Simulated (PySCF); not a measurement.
Precursor series Hf F-H. All species are isolated molecules in the gas phase.

Computed with PBE-D3(BJ)/def2-TZVP // PBE-D3(BJ)/def2-SVP run with PySCF. 

| species | coordination number | HOMO–LUMO gap (eV) | mean distance from the central atom to its bonded neighbours (Å) | HOMO (eV) |
|---|---|---|---|---|
| 0 of 4 F replaced by H ([Hf(F)4]) | ___ | 8.37 | 1.915 | -10.09 |
| 1 of 4 F replaced by H ([Hf(F)3(H)]) | ___ | 5.57 | 1.895 | -7.87 |
| 2 of 4 F replaced by H ([Hf(F)2(H)2]) | 4 | 4.37 | 1.879 | -7.31 |
| 3 of 4 F replaced by H ([Hf(F)(H)3]) | 4 | 4.27 | 1.865 | -7.19 |
| 4 of 4 F replaced by H | ___ | 4.04 | ___ | ___ |

Complete the blanks.


- 0 of 4 F replaced by H ([Hf(F)4]), coordination number: 4
- 1 of 4 F replaced by H ([Hf(F)3(H)]), coordination number: 4
- 4 of 4 F replaced by H, coordination number: 4
- 4 of 4 F replaced by H, mean distance from the central atom to its bonded neighbours (Å): 1.853
- 4 of 4 F replaced by H, HOMO (eV): -7.12
